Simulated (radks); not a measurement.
Os L, configuration [Ar] 3d9. Calculated with a radial shooting solver on a logarithmic mesh with Libxc functionals: Dirac Kohn-Sham, PBE, spin-unpolarised, spherical densities, finite nucleus; open shells fill j = l - 1/2 first; Fermi nuclear charge, rms radius 5.4126 fm.

Normalised radial functions P(r) = r R(r) (large component), r in bohr:

| r | 2p3/2 | 3p3/2 |
|---|---|---|
| 0.001142 | 0.0153 | 0.0082 |
| 0.001277 | 0.0189 | 0.0101 |
| 0.001417 | 0.0229 | 0.0122 |
| 0.001585 | 0.0282 | 0.0151 |
| 0.001759 | 0.0343 | 0.0183 |
| 0.001967 | 0.0422 | 0.0225 |
| 0.0022 | 0.0518 | 0.0277 |
| 0.002442 | 0.0627 | 0.0335 |
| 0.002731 | 0.0769 | 0.0411 |
| 0.00303 | 0.0929 | 0.0496 |
| 0.003389 | 0.1137 | 0.0606 |
| 0.003791 | 0.1388 | 0.0740 |
| 0.004207 | 0.1669 | 0.0890 |
| 0.004705 | 0.2032 | 0.1082 |
| 0.005221 | 0.2434 | 0.1295 |
| 0.005839 | 0.2949 | 0.1568 |
| 0.006531 | 0.3564 | 0.1893 |
| 0.007247 | 0.4238 | 0.2249 |
| 0.008106 | 0.5089 | 0.2697 |
| 0.008995 | 0.6013 | 0.3181 |
| 0.01006 | 0.7167 | 0.3783 |
| 0.01125 | 0.8504 | 0.4477 |
| 0.01249 | 0.9921 | 0.5207 |
| 0.01397 | 1.1648 | 0.6089 |
| 0.0155 | 1.3443 | 0.6996 |
| 0.01733 | 1.5581 | 0.8058 |
| 0.01939 | 1.7918 | 0.9195 |
| 0.02151 | 2.0242 | 1.0294 |
| 0.02406 | 2.2870 | 1.1487 |
| 0.02691 | 2.5562 | 1.2637 |
| 0.02986 | 2.8045 | 1.3602 |
| 0.0334 | 3.0596 | 1.4448 |
| 0.03706 | 3.2741 | 1.4962 |
| 0.04146 | 3.4671 | 1.5110 |
| 0.04637 | 3.6058 | 1.4715 |
| 0.05145 | 3.6732 | 1.3754 |
| 0.05755 | 3.6678 | 1.1981 |
| 0.06386 | 3.5832 | 0.9590 |
| 0.07142 | 3.4039 | 0.6205 |
| 0.07989 | 3.1376 | 0.2042 |
| 0.08864 | 2.8235 | -0.2380 |
| 0.09915 | 2.4322 | -0.7498 |
| 0.11 | 2.0417 | -1.2282 |
| 0.1231 | 1.6191 | -1.7077 |
| 0.1376 | 1.2213 | -2.1073 |
| 0.1527 | 0.8946 | -2.3716 |
| 0.1708 | 0.6030 | -2.5136 |
| 0.1895 | 0.3934 | -2.5019 |
| 0.212 | 0.2309 | -2.3417 |
| 0.2371 | 0.1247 | -2.0557 |
| 0.2631 | 0.0647 | -1.7159 |
| 0.2943 | 0.0289 | -1.3193 |
| 0.3266 | 0.0123 | -0.9657 |
| 0.3653 | 0.0044 | -0.6373 |
| 0.4086 | 0.0013 | -0.3841 |
| 0.4533 | 0.0004 | -0.2194 |
| 0.5071 | 0.0001 | -0.1078 |
| 0.5626 | 0.0000 | -0.0499 |
| 0.6293 | 0.0000 | -0.0191 |

2p3/2: eigenvalue -13423.4 eV, 0 radial nodes, <r> = 0.0692 bohr, 90 % of the charge inside 0.112 bohr. 3p3/2: eigenvalue -4889.2 eV, 1 radial node at r = 0.0839 bohr, <r> = 0.192 bohr, 90 % of the charge inside 0.286 bohr.
